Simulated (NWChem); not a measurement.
# Total energies of Sb (-1)

```xyz
1

Sb     0.0000     0.0000     0.0000
```
Charge -1, spin multiplicity 3.

All runs are NWChem calculations.

Basis set: def2-TZVPD (56 functions).

| method | total energy (Ha) |
|---|---|
| UHF | -239.27116 |
| UMP2 | -239.57964 |
| UB2PLYP | -240.03556 |
| UPBE | -240.23724 |
| UB3LYP | -240.32865 |
| UCAM-B3LYP | -240.23575 |

Total energies of different functionals aren't comparable as a measure of quality: only differences taken within one method are. 

Effective core potentials replace the inner electrons of Sb; spin-orbit coupling is left out. The correlated methods keep 4 core orbitals frozen. B3LYP has NWChem's definition, with VWN1-RPA local correlation. The stability of the SCF solutions was not checked. Open-shell Hartree-Fock references start from PBE0 orbitals.
